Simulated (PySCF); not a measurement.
Radial density of Cd (cadmium, neutral)

wB97X, [Kr] 4d10 5s1 6s1, 6s spin antiparallel (an excited configuration). All numbers are calculated (PySCF 2.14, a scalar-relativistic core potential, in aug-cc-pwCVDZ-PP with ECP28MDF). This is the valence pseudo-density: the core potential removes the inner electrons and smooths the orbitals near the nucleus.

```tsv
r (bohr)	4πr²ρ (e/bohr)
0.0180	1.908e-05
0.0303	4.730e-05
0.0509	0.0001098
0.0856	0.0004719
0.144	0.005637
0.242	0.09097
0.408	1.963
0.686	16.19
1.15	14.71
1.94	3.395
3.26	0.7782
5.49	0.07301
9.23	0.0005081
```

Energies and moments cover only the electrons outside the core potential. The outer electron is Rydberg-like, and this basis confines it to a smaller radius and binds it less than a complete one would. With the s spin flipped the determinant is a mixture of two multiplicities, not a spectroscopic state.
